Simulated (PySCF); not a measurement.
Computed IR spectrum (relative IR intensity) of a molecule CH7ClOSi2. Geometry: PBE-D3(BJ)/def2-SVP. Other conformers were not sampled. Level of theory: PBE-D3(BJ)/def2-SVP run with PySCF. Frequencies are harmonic and unscaled.

Lines under 2 % of the strongest are left out, and lines within 2 cm⁻¹ are merged.

```json
[
 {"ν (cm⁻¹)": "519", "relative intensity": "9.6"},
 {"ν (cm⁻¹)": "545", "relative intensity": "8.7"},
 {"ν (cm⁻¹)": "614", "relative intensity": "11"},
 {"ν (cm⁻¹)": "707", "relative intensity": "4.6"},
 {"ν (cm⁻¹)": "715", "relative intensity": "2.1"},
 {"ν (cm⁻¹)": "756", "relative intensity": "8.1"},
 {"ν (cm⁻¹)": "833", "relative intensity": "15"},
 {"ν (cm⁻¹)": "863", "relative intensity": "100"},
 {"ν (cm⁻¹)": "886", "relative intensity": "10"},
 {"ν (cm⁻¹)": "904", "relative intensity": "10"},
 {"ν (cm⁻¹)": "914", "relative intensity": "3.7"},
 {"ν (cm⁻¹)": "922", "relative intensity": "31"},
 {"ν (cm⁻¹)": "1094", "relative intensity": "51"},
 {"ν (cm⁻¹)": "1220", "relative intensity": "4.6"},
 {"ν (cm⁻¹)": "2160", "relative intensity": "15"},
 {"ν (cm⁻¹)": "2172", "relative intensity": "10"},
 {"ν (cm⁻¹)": "2180", "relative intensity": "30"},
 {"ν (cm⁻¹)": "2184", "relative intensity": "25"},
 {"ν (cm⁻¹)": "2230", "relative intensity": "23"},
 {"ν (cm⁻¹)": "2943", "relative intensity": "5.4"},
 {"ν (cm⁻¹)": "3009", "relative intensity": "2.2"}
]
```

Q: Identify the compound among the candidates.
A) O[SiH2]C[SiH2]Cl
B) [SiH3]CO[SiH2]Cl
C) OC[SiH2][SiH2]Cl
D) OC[Si@H]([SiH3])Cl

A: B, [SiH3]CO[SiH2]Cl
